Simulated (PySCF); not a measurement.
Hf(Cl)(SH)3 (ClH3HfS3), SMILES [SH][Hf]([SH])([SH])[Cl], multiplicity 1.

The structure is a stationary point at PBE0-D3(BJ)/def2-SVP. The spin state was assumed, not searched. The structure was generated by enumeration; whether it is a known compound was not checked. The def2 effective core potentials stand for the cores of Hf; spin–orbit coupling is left out. Other conformers were not sampled.

Vertical ionisation energy (IE) and electron affinity (EA) in eV. Rows of orbital energies are one-electron estimates. Where ΔSCF, EOM or ADC give a negative EA the extra electron is unbound and the value depends on the basis.

```csv
level,IE,EA
"−ε(HOMO), −ε(LUMO), B3LYP/def2-TZVP (PySCF)",___,___
"−ε(HOMO), −ε(LUMO), PBE/def2-TZVP (PySCF)",6.79,2.91
```

### Question
Complete the blanks. (The exact figures need the calculation; the answer reports its results.)

### Answer

- −ε(HOMO), −ε(LUMO), B3LYP/def2-TZVP (PySCF), IE: 7.71
- −ε(HOMO), −ε(LUMO), B3LYP/def2-TZVP (PySCF), EA: 2.29
